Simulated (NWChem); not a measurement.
# C2H7FN2SW; SMILES C[N](C)[W](=[NH])([F])=[S]

```xyz
14

W     -0.2220     0.2777    -0.0128
N     -1.3410     0.4128     1.3131
H     -1.6789     0.8006     2.1899
S      1.5580     1.4161     0.3899
F     -1.0309     0.8101    -1.6302
N      0.2427    -1.5887    -0.0647
C      1.3688    -1.9795    -0.8953
C     -0.2959    -2.6728     0.7287
H      2.2271    -2.2946    -0.2741
H      1.0843    -2.8155    -1.5578
H      1.7068    -1.1468    -1.5305
H     -0.6437    -3.4927     0.0753
H      0.4766    -3.0837     1.4045
H     -1.1416    -2.3227     1.3315
```
Atoms are numbered in this order, from 1.

All runs: NWChem. Coordinates come from a PBE0/def2-SVP optimisation. Not confirmed as a minimum by frequencies. def2 effective core potentials on W; no spin-orbit coupling. Total energies compare along this basis series because the functional is fixed.

| level | basis functions | energy (Ha) | highest occupied level (eV) | orbital gap (eV) | dipole (D) |
|---|---|---|---|---|---|
| Hartree-Fock/def2-SVP | 155 | -751.8061 | -9.69 | 11.40 | 4.28 |
| Hartree-Fock/def2-SVPD | 221 | -751.8298 | -9.72 | 11.11 | 4.23 |
| Hartree-Fock/def2-TZVP | 274 | -752.3078 | -9.67 | 11.36 | ? |

### Question
Some entries are withheld; supply them.

### Answer

- Hartree-Fock/def2-TZVP, dipole (D): 4.13
